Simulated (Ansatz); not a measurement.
The cluster ZnO2⁻, relaxed as a doublet with UKS PBE0-D4/def2-TZVPD in Ansatz, starting from the GFN1-xTB geometry. Force threshold 0.02 eV/Å.

The structure holds 1 bond(s) between oxygen atoms. The relaxation made no stability test and no search for a lower SCF solution. Another isomer (doublet) lies 0.90 eV lower at PBE0-D4/def2-TZVPD; other spin states weren't run for this one.

Start:

```csv
atom,x (Å),y (Å),z (Å)
Zn1,0.368,1.754,-1.022
O2,-0.305,-1.445,0.842
O3,-0.064,-0.309,0.180
```

Question: Estimate the energy that the relaxation releases and the steps that it takes.

Answer: 7.7 kcal/mol, in 13 steps; 18 s on 4 threads of Arm Neoverse V2 on a shared host. No frequencies were taken in this run, so the end may be a saddle point.

Question: Does the start keep its bonding and symmetry?

Answer: By distances, no bond broke or formed. The bond that changes most is Zn1–O3, from 2.43 to 2.29 Å (atoms count from 1). Point group C∞v at the start, C2 at the end, both within 0.05 Å; within 0.015 Å the end is Cs.

Question: Predict the relaxed structure.

Answer: 
| atom | x (Å) | y (Å) | z (Å) |
| --- | --- | --- | --- |
| Zn1 | -0.107 | 1.224 | -0.817 |
| O2 | -0.585 | -0.749 | 0.315 |
| O3 | 0.692 | -0.475 | 0.502 |
Bond lengths: 1 × O–O 1.32 Å.
